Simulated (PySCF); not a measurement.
**Spin-rotation constants: SMILES CC(=O)P1(=O)CCC1, C$_{5}$H$_{9}$O$_{2}$P**

Geometry (Å), atoms numbered from 1 in this order:
```xyz
17

C     2.737    0.004    0.235
C     1.377   -0.264   -0.304
O     1.100   -0.640   -1.409
P     0.032    0.064    0.972
O     0.516    0.275    2.342
C    -1.371   -1.080    0.567
C    -1.952   -0.017   -0.385
C    -1.195    1.204    0.169
H     2.879   -0.613    1.123
H     2.775    1.041    0.569
H     3.513   -0.193   -0.500
H    -1.151   -2.046    0.121
H    -1.981   -1.222    1.461
H    -3.037    0.073   -0.352
H    -1.645   -0.222   -1.409
H    -0.853    1.929   -0.566
H    -1.750    1.719    0.954
```

Computed with GIAO B97-2/pcSseg-1 magnetisability, rotational g tensor and spin-rotation constants, non-relativistic, gas phase in PySCF 2.14.0. Geometry: GFN2-xTB.

**Question.** Give the nuclear spin-rotation constants along the inertial axes (H = +C I·J) beside the isotropic shieldings.

**Answer.** Rotational constants 2.5600, 1.5911, 1.2055 GHz. A star marks the isotopologue with that one atom substituted, in its own axes.
```tsv
atom	isotope	Caa (kHz)	Cbb (kHz)	Ccc (kHz)	mean (kHz)	σ (ppm)
P4	31P	4.788	1.868	2.121	2.926	311.2
H9	1H	-0.233	-0.069	-0.047	-0.116	28.5
H10	1H	-0.245	-0.122	-0.011	-0.126	28.9
H11	1H	-0.010	-0.102	-0.147	-0.086	29.7
H12	1H	-0.238	-0.109	-0.022	-0.123	29.2
H13	1H	-0.103	-0.076	-0.112	-0.097	29.2
H14	1H	0.092	-0.183	-0.134	-0.075	30.0
H15	1H	-0.227	0.029	-0.145	-0.115	30.1
H16	1H	-0.233	-0.140	-0.005	-0.126	29.4
H17	1H	-0.122	-0.058	-0.117	-0.099	29.1
C1	13C*	0.351	0.323	0.190	0.288	152.0
C2	13C*	1.413	0.882	0.303	0.866	-36.5
O3	17O*	-1.678	-1.829	-0.064	-1.190	-360.6
O5	17O*	-0.417	-0.384	-0.131	-0.311	188.8
C6	13C*	0.478	0.272	0.213	0.321	144.6
C7	13C*	0.336	0.225	0.158	0.239	172.9
```
For the geometry as given, no vibrational averaging.

**Question.** How do the rotational constants and the g tensor change when H9, H10, H11, H12, H13, H14, H15, H16, H17 are replaced by deuterium?

**Answer.** Constants 2.2993, 1.3250, 1.0603 GHz; g -0.0396, -0.0180, -0.0116, against -0.0445, -0.0213, -0.0132 before.
